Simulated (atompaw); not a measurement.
Before and after: PAW (atompaw) potential for W

- Element: W (Z = 74)
- Generator: atompaw 4.2.0.5
- Type: PAW
- Functional: LDA (PW92)
- Relativity: scalar-relativistic
- Frozen core: [Kr] 4d10 4f14 5s2
- Valence charge: 12
- Reference configuration: 5p6 5d4 6s1 6p1
- Partial waves: 6s (bound): rc 2.20 bohr; 6s channel at 4.15 Ry: rc 2.00 bohr; 5p (bound): rc 2.15 bohr; 6p (bound): rc 2.20 bohr; 5d (bound): rc 2.20 bohr; 5d channel at 0.65 Ry: rc 2.20 bohr
- Local potential: bessel scheme, radius 1.95 bohr
- Core correction: smooth core density matched at 1.85 bohr
- Augmentation charge: gaussian compensation charge, radius 2.00 bohr; PAW radius 2.20 bohr; waves and projectors: custom polynom gramschmidtortho

All-electron outer shells of the reference configuration (LDA (PW92), scalar-relativistic, ld1.x):

```csv
shell,level (eV),outermost node (bohr),outermost maximum (bohr)
5s,-80.90,0.53,0.96
5p,-44.99,0.57,1.09
4f,-35.07,–,0.43
6s,-6.97,1.28,2.61
5d,-6.10,0.63,1.49
6p,-2.25,1.53,3.61
```

Change: wave 6s channel at 4.15 Ry: rc 2.00 bohr becomes 6s channel at 8.03 Ry: rc 2.00 bohr.

Cutoffs: the cutoffs (Ry, on a coarse ladder) from which the occupation-weighted sum of valence levels, in a spherical-Bessel basis at the reference potential, stays within 10 and 1 mRy of its value at 400 Ry; they do not see the model core or the augmentation charge, which bear on the density cutoff.

Q: What does the change do?

A: The potential gets neither clearly harder nor softer (25 Ry and 35 Ry → 25 Ry and 35 Ry); the bound ghost in s disappears; the range in which the s phases agree narrows (upper end at the end of the scan → 0.2).

```tsv
quantity	base	changed
cutoff, loose	25 Ry	25 Ry
cutoff, tight	35 Ry	35 Ry
bound ghosts	s	none
s: phases at 2.21 bohr within 0.05 rad from the reference energy up to (Ry; the scan ends near 5)	to the end of the scan	0.2
p: phases at 2.21 bohr within 0.05 rad from the reference energy up to (Ry; the scan ends near 5)	to the end of the scan	to the end of the scan
d: phases at 2.21 bohr within 0.05 rad from the reference energy up to (Ry; the scan ends near 5)	4.7	4.7
lowest overlap eigenvalue by channel	s 0.81, p 0.88, d 0.95	s 0.48, p 0.88, d 0.95
```

 A true bound ghost makes a file unfit for plane-wave use even where its test errors are small: the radial tests pick states by their node count and pass the ghost by. The cutoffs see the waves, projectors and local potential, not the compensation charge or the core.
